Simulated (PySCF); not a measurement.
CH8FNSi2, SMILES [Si@H](F)(N[SiH3])C.

Coordinates come from a PBE0-D3(BJ)/def2-SVP optimisation. The structure was generated by enumeration; whether it is a known compound was not checked. One conformer was computed; it need not be the lowest.

Method: TDA-LC-ωPBE/def2-SVPD (PySCF).

Vertical excitations. The molecule is in vacuum.

Computed UV-visible absorptions:
```tsv
state	energy (eV)	λ (nm)	f	main pairs
S1	7.28	170	0.007	HOMO→LUMO 70 %, HOMO→LUMO+1 19 %
S2	8.28	150	0.016	HOMO→LUMO+3 51 %, HOMO→LUMO+5 11 %, HOMO→LUMO+1 8 %
S3	8.47	146	0.011	HOMO→LUMO+1 37 %, HOMO→LUMO+4 18 %, HOMO→LUMO+2 10 %, HOMO→LUMO 8 %
S4	8.74	142	0.097	HOMO→LUMO+5 40 %, HOMO→LUMO+1 12 %, HOMO→LUMO+3 10 %, HOMO→LUMO+2 10 %
S5	8.88	140	0.088	HOMO→LUMO+4 59 %, HOMO→LUMO+5 12 %, HOMO→LUMO+1 11 %
S6	9.05	137	0.007	HOMO−2→LUMO 43 %, HOMO−2→LUMO+1 21 %, HOMO−2→LUMO+3 9 %
S7	9.24	134	0.116	HOMO→LUMO+6 37 %, HOMO→LUMO+5 8 %, HOMO−1→LUMO+3 7 %
S8	9.25	134	0.037	HOMO−1→LUMO+3 21 %, HOMO−1→LUMO 20 %, HOMO→LUMO+6 11 %, HOMO−1→LUMO+1 10 %
S9	9.48	131	0.021	HOMO−1→LUMO+6 20 %, HOMO−1→LUMO+5 18 %, HOMO−1→LUMO 17 %, HOMO−1→LUMO+1 11 %
S10	9.54	130	0.084	HOMO−1→LUMO+2 33 %, HOMO−1→LUMO 22 %, HOMO−1→LUMO+1 13 %, HOMO→LUMO+2 8 %
T1	6.82	182	0	HOMO→LUMO 59 %, HOMO→LUMO+1 25 %
T2	7.81	159	0	HOMO→LUMO+3 37 %, HOMO→LUMO+5 12 %, HOMO→LUMO 11 %, HOMO→LUMO+1 8 %
T3	8.14	152	0	HOMO→LUMO+4 50 %, HOMO→LUMO+1 10 %, HOMO→LUMO+2 9 %
T4	8.18	152	0	HOMO→LUMO+5 34 %, HOMO→LUMO+3 10 %, HOMO→LUMO+6 8 %, HOMO−4→LUMO 6 %
```
Triplets are in the Tamm–Dancoff approximation.
